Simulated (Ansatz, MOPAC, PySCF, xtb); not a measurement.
Pair of molecules: HF (SMILES F) (first 2 atoms) with C2H4 (SMILES C=C); geometry from B3LYP-D3(BJ)/def2-TZVP, rigid monomers moved along the line of their centres of mass till H2···C4 is 3.96 Å.
(charge 0, multiplicity 1):
```xyz
8

F     -0.0440     0.3998    -0.2698
H     -0.0182     0.2834     0.6584
C      0.4558    -0.7519     4.4553
C     -0.2774     0.3449     4.6131
H      0.0013    -1.7296     4.3497
H      1.5383    -0.7145     4.4351
H      0.1774     1.3214     4.7280
H     -1.3596     0.3063     4.6427
```

| level | interaction energy (kcal/mol) | minus MP2/CBS(aug-cc-pVDZ, aug-cc-pVTZ) + ΔCCSD(T)/aug-cc-pVDZ | cost |
|---|---|---|---|
| GFN-FF | -0.44 | 0.49 | - |
| PM6 | -0.27 | 0.67 | - |
| GFN2-xTB | -0.57 | 0.37 | - |
| HF/3-21G (no counterpoise) | -0.98 | -0.04 | - |
| HF/6-31G* | -0.87 | 0.06 | - |
| HF/aug-cc-pVDZ | -1.00 | -0.07 | - |
| r2SCAN-D3(BJ)/def2-TZVPPD | -0.98 | -0.05 | ×1 |
| B3LYP/6-31G* | -0.75 | 0.19 | - |
| B3LYP-D4/def2-TZVPPD | -0.86 | 0.07 | ×2 |
| PBE0-D3(BJ)/def2-TZVPPD | -1.06 | -0.13 | ×1 |
| MP2/aug-cc-pVDZ | -0.95 | -0.02 | - |
| MP2/CBS(aug-cc-pVDZ, aug-cc-pVTZ) | -0.97 | -0.04 | - |
| CCSD(T)/aug-cc-pVDZ | -0.92 | 0.02 | ×7 |
| MP2/CBS(aug-cc-pVDZ, aug-cc-pVTZ) + ΔCCSD(T)/aug-cc-pVDZ | -0.94 | 0.00 | ×10 |

 The comparison column counts from a level with limits of its own.

The rows run from -1.06 (PBE0-D3(BJ)/def2-TZVPPD) to -0.27 kcal/mol (PM6).

Counterpoise-corrected where a basis set is named; no monomer relaxation. Rows marked so take none.

Cores are frozen in the correlated methods. CBS: X⁻³ extrapolation of the correlation energy, Hartree–Fock from the larger set. Rows in 3-21G, 6-31G* carry no dispersion term and start afresh at each structure (6-31G* with six Cartesian d functions). The state reached by PM6 isn't checked.

Codes used: Ansatz (an electronic-structure program); MOPAC for PM6 (differences of heats of formation); PySCF for 3-21G rows, 6-31G* rows, the dispersion terms; xtb for the GFN methods. 

Costs are rough ratios of core time to PBE/def2-TZVPPD (about 2.9 s over the structures, on one shared machine); a dash marks a level with no comparable run of its own.
